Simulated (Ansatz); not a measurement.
Born–Oppenheimer molecular dynamics of a periodic cell of 16 atoms, CO (contents 8 CO, density as packed 0.80 g/cm³ with natural masses). It starts from a partly relaxed structure (largest force component 0.14 eV/Å).

The calculation used DFT r2SCAN-D3(BJ), scalar-relativistic, plane waves, PAW in Ansatz. Settings: accuracy low, cutoff 500 eV, k mesh 1x1x1, fermi-dirac smearing 0.05 eV, no spin polarisation.

| Item | Value |
| --- | --- |
| ensemble | NVT, Langevin thermostat |
| time step | 1.5 fs |
| steps asked | 40 |
| set temperature | 250 K |
| friction | 0.02 /fs |
| seed | 478828 |

Frames 3 fs apart, positions in Å.

Velocities at 15.0 fs (Å/ps):

```
O -1.13 -6.27 3.74
C 3.21 4.85 -2.19
O -2.46 -0.70 0.55
C -11.21 -1.72 -0.67
O 7.22 -0.94 -1.03
C 1.44 3.92 -0.72
O 2.77 5.11 4.33
C 1.30 -0.18 1.45
O -3.37 0.81 3.74
C 5.54 3.10 -2.77
O 1.84 5.38 -1.40
C -5.74 -0.72 -0.03
O -3.85 0.90 -2.11
C 1.06 -4.68 -1.00
O 1.96 -2.52 0.57
C -1.95 -7.65 1.02
```

```xyz
16
Lattice="7.7418 0.0000 0.0000 0.0000 7.7418 0.0000 0.0000 0.0000 7.7418" Properties=species:S:1:pos:R:3 time_fs=15.0 energy_less_start_eV=0.024 T=212
O 6.815 2.349 4.781
C 6.898 3.042 3.901
O 3.645 1.418 1.216
C 3.095 1.488 0.236
O 5.473 6.034 5.676
C 5.228 6.725 6.541
O 1.241 6.220 7.984
C 0.799 6.861 7.180
O 3.515 3.374 4.772
C 2.738 4.140 5.100
O 2.783 0.028 4.349
C 1.877 0.480 3.867
O 7.011 2.320 0.371
C 6.501 3.302 0.162
O 6.248 6.659 2.405
C 5.279 6.080 2.364
16
Lattice="7.7418 0.0000 0.0000 0.0000 7.7418 0.0000 0.0000 0.0000 7.7418" Properties=species:S:1:pos:R:3 time_fs=18.0 energy_less_start_eV=0.118 T=199
O 6.810 2.333 4.790
C 6.905 3.054 3.897
O 3.638 1.413 1.218
C 3.063 1.478 0.237
O 5.498 6.032 5.676
C 5.234 6.733 6.534
O 1.251 6.236 7.998
C 0.806 6.860 7.183
O 3.502 3.378 4.782
C 2.756 4.147 5.091
O 2.787 0.044 4.347
C 1.861 0.477 3.865
O 7.002 2.321 0.360
C 6.508 3.287 0.162
O 6.250 6.649 2.403
C 5.273 6.061 2.370
16
Lattice="7.7418 0.0000 0.0000 0.0000 7.7418 0.0000 0.0000 0.0000 7.7418" Properties=species:S:1:pos:R:3 time_fs=21.0 energy_less_start_eV=0.068 T=199
O 6.804 2.332 4.790
C 6.904 3.052 3.907
O 3.627 1.412 1.215
C 3.043 1.467 0.246
O 5.522 6.032 5.682
C 5.245 6.736 6.518
O 1.264 6.249 8.013
C 0.811 6.864 7.185
O 3.493 3.372 4.790
C 2.768 4.156 5.087
O 2.788 0.060 4.343
C 1.847 0.478 3.864
O 7.003 2.309 0.352
C 6.509 3.284 0.161
O 6.245 6.631 2.398
C 5.280 6.051 2.378
16
Lattice="7.7418 0.0000 0.0000 0.0000 7.7418 0.0000 0.0000 0.0000 7.7418" Properties=species:S:1:pos:R:3 time_fs=24.0 energy_less_start_eV=0.065 T=224
O 6.800 2.337 4.784
C 6.896 3.042 3.927
O 3.621 1.415 1.204
C 3.026 1.457 0.257
O 5.552 6.032 5.690
C 5.256 6.747 6.500
O 1.273 6.263 8.023
C 0.818 6.867 7.185
O 3.494 3.359 4.797
C 2.771 4.178 5.089
O 2.780 0.074 4.331
C 1.844 0.481 3.866
O 7.011 2.287 0.348
C 6.507 3.293 0.159
O 6.241 6.611 2.389
C 5.289 6.045 2.386
16
Lattice="7.7418 0.0000 0.0000 0.0000 7.7418 0.0000 0.0000 0.0000 7.7418" Properties=species:S:1:pos:R:3 time_fs=27.0 energy_less_start_eV=0.160 T=166
O 6.800 2.337 4.779
C 6.895 3.041 3.938
O 3.621 1.419 1.192
C 3.008 1.447 0.261
O 5.583 6.029 5.694
C 5.271 6.763 6.487
O 1.282 6.278 8.027
C 0.825 6.866 7.181
O 3.494 3.350 4.804
C 2.774 4.196 5.092
O 2.776 0.083 4.318
C 1.842 0.489 3.865
O 7.015 2.273 0.344
C 6.510 3.298 0.157
O 6.246 6.600 2.379
C 5.280 6.025 2.393
16
Lattice="7.7418 0.0000 0.0000 0.0000 7.7418 0.0000 0.0000 0.0000 7.7418" Properties=species:S:1:pos:R:3 time_fs=30.0 energy_less_start_eV=0.039 T=208
O 6.802 2.324 4.785
C 6.896 3.054 3.935
O 3.623 1.421 1.184
C 2.988 1.432 0.257
O 5.606 6.020 5.697
C 5.285 6.780 6.476
O 1.293 6.294 8.032
C 0.827 6.862 7.173
O 3.490 3.352 4.810
C 2.792 4.203 5.092
O 2.780 0.092 4.308
C 1.834 0.501 3.858
O 7.008 2.279 0.336
C 6.525 3.284 0.160
O 6.248 6.590 2.367
C 5.272 6.002 2.397
16
Lattice="7.7418 0.0000 0.0000 0.0000 7.7418 0.0000 0.0000 0.0000 7.7418" Properties=species:S:1:pos:R:3 time_fs=33.0 energy_less_start_eV=0.139 T=207
O 6.808 2.311 4.794
C 6.891 3.071 3.930
O 3.625 1.424 1.182
C 2.967 1.415 0.258
O 5.624 6.016 5.706
C 5.302 6.788 6.460
O 1.302 6.311 8.036
C 0.829 6.847 7.162
O 3.483 3.357 4.818
C 2.814 4.204 5.094
O 2.789 0.101 4.298
C 1.823 0.513 3.848
O 6.999 2.278 0.329
C 6.543 3.268 0.170
O 6.242 6.576 2.357
C 5.275 5.988 2.403
16
Lattice="7.7418 0.0000 0.0000 0.0000 7.7418 0.0000 0.0000 0.0000 7.7418" Properties=species:S:1:pos:R:3 time_fs=36.0 energy_less_start_eV=0.140 T=251
O 6.815 2.307 4.793
C 6.887 3.069 3.937
O 3.622 1.423 1.177
C 2.952 1.397 0.265
O 5.643 6.009 5.714
C 5.319 6.796 6.439
O 1.315 6.331 8.035
C 0.836 6.830 7.155
O 3.478 3.358 4.827
C 2.832 4.210 5.101
O 2.796 0.111 4.287
C 1.820 0.522 3.845
O 7.001 2.256 0.324
C 6.555 3.269 0.176
O 6.232 6.559 2.343
C 5.284 5.981 2.416
16
Lattice="7.7418 0.0000 0.0000 0.0000 7.7418 0.0000 0.0000 0.0000 7.7418" Properties=species:S:1:pos:R:3 time_fs=39.0 energy_less_start_eV=0.103 T=218
O 6.821 2.313 4.783
C 6.882 3.051 3.959
O 3.616 1.418 1.170
C 2.942 1.383 0.279
O 5.663 6.001 5.719
C 5.332 6.808 6.425
O 1.332 6.347 8.038
C 0.841 6.815 7.147
O 3.481 3.346 4.832
C 2.844 4.235 5.115
O 2.800 0.129 4.273
C 1.830 0.529 3.845
O 7.003 2.232 0.321
C 6.558 3.275 0.176
O 6.226 6.547 2.332
C 5.286 5.968 2.430
16
Lattice="7.7418 0.0000 0.0000 0.0000 7.7418 0.0000 0.0000 0.0000 7.7418" Properties=species:S:1:pos:R:3 time_fs=42.0 energy_less_start_eV=0.182 T=172
O 6.823 2.315 4.783
C 6.875 3.041 3.963
O 3.615 1.414 1.168
C 2.927 1.373 0.282
O 5.683 5.994 5.720
C 5.339 6.820 6.420
O 1.351 6.361 8.041
C 0.842 6.802 7.133
O 3.483 3.340 4.835
C 2.857 4.260 5.128
O 2.797 0.148 4.259
C 1.846 0.535 3.843
O 7.002 2.221 0.319
C 6.566 3.272 0.171
O 6.230 6.543 2.317
C 5.274 5.953 2.442
16
Lattice="7.7418 0.0000 0.0000 0.0000 7.7418 0.0000 0.0000 0.0000 7.7418" Properties=species:S:1:pos:R:3 time_fs=45.0 energy_less_start_eV=0.100 T=208
O 6.821 2.302 4.803
C 6.871 3.047 3.945
O 3.612 1.407 1.168
C 2.914 1.369 0.278
O 5.697 5.990 5.727
C 5.346 6.826 6.411
O 1.367 6.370 8.037
C 0.842 6.787 7.122
O 3.476 3.345 4.843
C 2.881 4.271 5.133
O 2.805 0.160 4.247
C 1.852 0.547 3.829
O 6.995 2.223 0.316
C 6.578 3.257 0.163
O 6.229 6.538 2.305
C 5.265 5.940 2.453
16
Lattice="7.7418 0.0000 0.0000 0.0000 7.7418 0.0000 0.0000 0.0000 7.7418" Properties=species:S:1:pos:R:3 time_fs=48.0 energy_less_start_eV=0.174 T=176
O 6.821 2.293 4.818
C 6.870 3.051 3.938
O 3.611 1.403 1.164
C 2.907 1.369 0.277
O 5.710 5.991 5.732
C 5.358 6.825 6.400
O 1.380 6.380 8.027
C 0.848 6.770 7.116
O 3.465 3.356 4.854
C 2.911 4.274 5.136
O 2.826 0.168 4.237
C 1.844 0.562 3.814
O 6.990 2.221 0.315
C 6.592 3.244 0.159
O 6.216 6.531 2.296
C 5.266 5.935 2.463
```

Of the whole run (60 fs, mean temperature of the second half 219 K): The mean temperature of the second half is 12 % below the set value. A run of 0.06 ps of so small a system gives no equilibrium averages. Limits of this set-up: coarse k mesh, low accuracy level.

Run time: 12 min on 1 thread of Arm Neoverse V2 (shared host), peak memory 0.84 GiB.
